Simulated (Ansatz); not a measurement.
Basis-set series for `CC[N](C)[Zr]([OH])([F])[O]C`. Charge 0, multiplicity 1. Zr: def2 effective core potential. The structure was optimised at the PBE0-D4/def2-TZVP level. It is one conformer, not always the lowest.

```
functional       basis  functions  energy (Eh)  HOMO (eV)  LUMO (eV)
   PBE0-D4    def2-SVP        203   -511.12383      -6.14       0.18
   PBE0-D4  def2-QZVPP        897   -511.70216      -6.27      -0.13
   ωB97M-V    def2-SVP        203   -511.35380      -8.39       1.16
   ωB97M-V  def2-QZVPP        897   -511.95105      -8.53       0.55
```

Give the rows for def2-TZVPP. (Estimate.)

Ansatz gave: 
| functional | basis | functions | energy (Eh) | HOMO (eV) | LUMO (eV) |
| --- | --- | --- | --- | --- | --- |
| PBE0-D4 | def2-TZVPP | 472 | -511.67292 | -6.25 | -0.01 |
| ωB97M-V | def2-TZVPP | 472 | -511.92295 | -8.51 | 0.84 |

Positive LUMOs are unbound and depend on the basis.
